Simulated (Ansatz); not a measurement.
AlH5O4, SMILES `[OH][Al-]([OH])([OH])[OH2+]`, relaxed with RKS PBE0-D4/def2-TZVP in the Gaussian-basis code of Ansatz from a PBE-D4/def2-SVP geometry. The force threshold is 0.005 eV/Å; the program also tests the step.

The species carries charge 0 and has multiplicity 1.

Start:

```xyz
10

O     1.415   -0.047    0.925
Al   -0.010    0.377   -0.010
O    -1.010    1.583    0.716
O     0.037    0.067   -1.724
O    -0.605   -1.507    0.295
H     1.689    0.491    1.683
H    -1.804    1.902    0.260
H     0.485    0.660   -2.345
H     0.237   -1.658    0.805
H    -0.434   -1.869   -0.604
```

```csv
step,energy (eV),largest force (eV/Å),largest move (Å)
1,-14864.2903,0.925,0.000
2,-14864.3421,0.556,0.040
3,-14864.3703,0.182,0.067
4 (rejected),-14864.3506,0.840,0.133
5,-14864.3809,0.107,0.065
6,-14864.3825,0.171,0.100
7 (rejected),-14864.3726,0.255,0.108
8,-14864.3835,0.392,0.052
9,-14864.3861,0.029,0.015
10,-14864.3861,0.016,0.016
11,-14864.3862,0.005,0.009
```

End:

```xyz
10

O     1.481    0.069    0.961
Al    0.063    0.358    0.031
O    -0.997    1.515    0.703
O     0.094    0.074   -1.670
O    -0.597   -1.479    0.260
H     1.732    0.667    1.663
H    -1.751    1.845    0.219
H     0.416    0.687   -2.325
H     0.088   -1.902    0.797
H    -0.530   -1.835   -0.638
```

Hardware: 4 threads of an Arm Neoverse V1 on a shared host. Wall time 30 s, peak host memory 0.45 GiB.
